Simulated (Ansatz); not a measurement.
Species: [Zr(Cl)(OH)3] (charge 0, multiplicity 1).

Question: Give a relaxed geometry from Ansatz (an electronic-structure program) with PBE-D3(BJ)/def2-SVP.

Answer: One answer among several that fit: the end point of this relaxation, one of several conformers.
Cartesian coordinates (Å) in one orientation:
```xyz
8

Zr    -0.012     0.253    -0.110
Cl    -0.896     2.480    -0.062
O      1.909     0.344    -0.144
H      2.872     0.275    -0.167
O     -0.598    -0.686     1.463
H     -0.831    -1.246     2.214
O     -0.656    -0.640    -1.687
H     -0.921    -1.180    -2.443
```
